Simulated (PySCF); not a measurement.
C2H5Be, SMILES [CH2]([Be])C, multiplicity 2. Coordinates come from a r2SCAN-D4/def2-TZVP optimisation. The spin state was assumed, not searched. The isomer is the one that the SMILES or the coordinates give; other isomers of the formula were not compared.

These are r2SCAN-D4/def2-TZVP run with PySCF values and carry that method's errors.

Harmonic wavenumbers (cm⁻¹): 205, 232, 528, 793, 907, 941, 1002, 1209, 1246, 1401, 1422, 1496, 1506, 2979, 3016, 3017, 3078, 3093. Rotational constants (GHz): 38.08, 10.17, 8.897; symmetry number 1.

Work out the zero-point energy and the ideal-gas rigid-rotor harmonic-oscillator thermochemistry at 298.15 K and 1 atm.

ZPE = ½ Σ hcν = ½ × 28072 cm⁻¹ = 40.13 kcal/mol. H − E(el) = 43.47 kcal/mol. Entropy in cal/(mol K): translation 36.84, rotation 22.06, vibration 5.23, spin 1.38, total 65.51. G − E(el) = 23.93 kcal/mol. Cp = 15.46 cal/(mol K).
